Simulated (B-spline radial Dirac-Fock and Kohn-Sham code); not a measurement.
Subshell cross sections of Lu, photon energy 33.9 eV

System: the free lutetium atom, [Xe] 4f14 5d1 6s2.

Input file task.json (cfg lists n, l and occupation; rrms is the nuclear radius in fm):

```json
{"items": [{
  "Z": 71,
  "q": 0,
  "cfg": [[1, 0, 2], [2, 0, 2], [2, 1, 6], [3, 0, 2], [3, 1, 6], [3, 2, 10], [4, 0, 2], [4, 1, 6], [4, 2, 10], [4, 3, 14], [5, 0, 2], [5, 1, 6], [5, 2, 1], [6, 0, 2]],
  "A": 175,
  "rrms": 5.37,
  "do": ["binding", "quiet", "photo"],
  "hv": [32.4, 33.9, 55.1, 94.9, 111.0, 149.0, 176.0, 267.0, 1140.0, 1720.0, 2320.0, 2420.0, 2600.0, 4570.0, 5220.0, 18600.0, 26900.0, 37500.0, 40900.0, 41100.0, 42200.0, 50900.0, 64400.0, 86600.0]
}]}
```

Run with: `python xray_run.py task.json out`

Calculated with a radial B-spline solver, using Dirac-Hartree-Slater photoionisation with all multipoles and Dirac-Fock thresholds. The asymmetry parameter β is from the dipole term alone. Kinetic energies are from the vacuum level. Open shells are spread statistically over j, without multiplet splitting.

```tsv
subshell	electrons	binding (eV)	kinetic (eV)	σ (kb)	β
N6 (4f5/2)	6	13.86	20.04	594	1.60
N7 (4f7/2)	8	12.42	21.48	941	1.48
O4 (5d3/2)	0.4	4.46	29.44	569	0.74
O5 (5d5/2)	0.6	4.29	29.61	740	0.83
P1 (6s)	2	5.74	28.16	21.4	0.32
```

Branching ratios of the spin-orbit partners (statistical value in brackets): 4f 1.59 (1.33), 5d 1.30 (1.50).

At such low photon energies correlation between channels can change these cross sections by tens of per cent.

Run: 7.3 s of CPU time on 1 thread of Intel(R) Xeon(R) Platinum 8488C (shared host), peak memory 0.46 GiB.
